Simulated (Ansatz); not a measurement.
Reaction (substitution at a C–N bond): `C[NH][GeH2][F]` + `F[Si](F)(F)S` → `CS[Si](F)(F)F` + `[NH2][GeH2][F]`

Program: Ansatz. Geometries: PBE0-D4/def2-TZVP. ΔE: electronic, gas phase. CBS: MP2 limit from def2 TZ/QZ plus the TZ coupled-cluster correction, frozen cores. For Ge outer-core shells are correlated without core-valence functions, which leaves a few kJ/mol of doubt a bond. Scalar relativity is left out up to krypton. Each species was taken in one conformer, which may not be the lowest.

| species | CCSD(T)/CBS(def2) energy (Eh) |
| --- | --- |
| `C[NH][GeH2][F]` | -2272.30685 |
| `F[Si](F)(F)S` | -987.07717 |
| `CS[Si](F)(F)F` | -1026.33397 |
| `[NH2][GeH2][F]` | -2233.06137 |

Q: Work out ΔE.

A: ΔE = (-1026.33397) + (-2233.06137) − (-2272.30685) − (-987.07717) = -0.01132 Eh = -7.1 kcal/mol.

Largest T1 diagnostic among the species: 0.012.

At CCSD(T), def2-SVP lies +4.1 kcal/mol from the extrapolated value and def2-TZVPP +0.7 kcal/mol. Leaving LDA and LC-ωPBE aside and taking each functional with its dispersion term where it has one, the values, not all of them listed here, spread over 1.2 kcal/mol, from revPBE-D4 to CAM-B3LYP-D4. LDA lies +1.2 kcal/mol from PBE without D4.
